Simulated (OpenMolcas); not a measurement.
Zr3+ among 3 point charges of -1.6 e arranged as a planar triangle (D3h), 2.19 Å from the ion.
```
   2.1900    0.0000    0.0000  -1.60
  -1.0950    1.8966    0.0000  -1.60
  -1.0950   -1.8966    0.0000  -1.60
```

| Quantity | Value |
| --- | --- |
| Program | OpenMolcas 26.06 |
| Method | SS-CASPT2, IPEA 0.25 Eh, imaginary shift 0.1 Eh (closed shells correlated: 4s 4p) |
| Basis | ANO-RCC-VDZP [6s5p3d1f] |
| Scalar Hamiltonian | DKH2, point nucleus |
| Active space | 1 electron in 5 orbitals (4d) |
| State averaging | 2S+1 = 2 even, 5 roots |
| Spin-orbit coupling | state interaction with AMFI integrals over the reference wave functions |

**Question.** What is the spin-free ground state (labels of D3, the rotations of D3h)?

**Answer.** 2A1, 1-fold in its orbital part, 100 % from free-ion D terms; it has the highest spin that d1 allows.

**Question.** Where is the first state of the same spin?

**Answer.** 2E at 6010 cm-1 above the ground state.

**Question.** What are the lowest two levels with spin-orbit coupling?

**Answer.** A 2-fold level E1/2 with g = 1.59, 1.59, 1.99, then a 2-fold level E1/2 5870 cm-1 above it. Their leading multiplicities are 2 (100 %) and 2 (100 %).

**Question.** What is χT at 300 K, and how does it compare with the textbook value?

**Answer.** The lowest level has 2S+1 = 2, for which the spin-only value is χT = S(S+1) / 2 = 0.375 cm3 K/mol (g = 2). The computed 0.325 at 300 K differs by -0.050, through orbital momentum, spin-orbit coupling and any other state in reach.

Roots that are degenerate in the reference are averaged as groups; the widest CASPT2 spread within a group is 130 cm-1 (the 2-fold group of multiplicity 2 near 18500 cm-1 above the lowest state of its run). Shifts and gaps below about the spread of the groups concerned are not significant. Free-ion shares, where given, are those of the reference states; single-state CASPT2 does not remix them. This is an electrostatic model: the charges have no orbitals. No measured value stands beside these numbers.
